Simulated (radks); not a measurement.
Tl, 81 electrons, occupied as [Hg] 6p1. All-electron calculation, scalar-relativistic Kohn-Sham, BP86, spin-polarised, spherical densities, finite nucleus; open shells are filled with parallel spins first (spin-orbit coupling, left out, can overturn this in heavy ions); Fermi nuclear charge, rms radius 5.4759 fm. Program: a radial shooting solver on a logarithmic mesh with Libxc functionals.

Unscreened Slater integrals over Kohn-Sham orbitals (eV). They are taken over the spin-up orbitals.

integral     value
F0(6p,6p)   6.5875
F2(6p,6p)   3.4143
F0(6p,6s)   7.7128
G1(6p,6s)   4.2724
F0(6p,5d)   8.4383
F2(6p,5d)   2.2336
G1(6p,5d)  0.94491
G3(6p,5d)  0.73495
F0(6p,5p)   8.6297
F2(6p,5p)   1.5054
G0(6p,5p)  0.22413
G2(6p,5p)  0.29733
F0(6s,6s)   9.8668
F0(6s,5d)   11.841
G2(6s,5d)   2.5890
F0(6s,5p)   12.392
G1(6s,5p)  0.83596
F0(5d,5d)   17.700
F2(5d,5d)   9.1087
F4(5d,5d)   6.0237
F0(5d,5p)   20.216
F2(5d,5p)   9.9897
G1(5d,5p)   12.048
G3(5d,5p)   7.4625
F0(5p,5p)   24.296
F2(5p,5p)   13.090

Derived for the open shells (J is the average intra-shell exchange parameter used in DFT+U). 6p: J = F2/5 = 0.6829 eV.
